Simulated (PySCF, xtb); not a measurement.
CH4F2O2Si, SMILES F[Si](F)(OC)O. One conformer was computed; it need not be the lowest.

Harmonic wavenumbers (cm⁻¹) from xtb 6.7.1 with GFN2-xTB at its own minimum, in rising order: 62, 91, 135, 193, 219, 277, 291, 304, 354, 723, 801, 894, 907, 995, 1128, 1141, 1215, 1412, 1469, 1474, 2972, 2984, 3002, 3662.

Task: What does PySCF 2.14.0 with PBE-D3(BJ)/def2-SVP give at its own minimum? (The exact figures need the calculation; the answer reports its results.)

Result: 44, 82, 143, 175, 249, 290, 334, 357, 394, 698, 767, 918, 937, 975, 1130, 1138, 1184, 1422, 1425, 1428, 2944, 3026, 3060, 3780. Paired by order, the mean absolute difference is 31 cm⁻¹ and the zero-point energies are 38.2 and 38.5 kcal/mol.
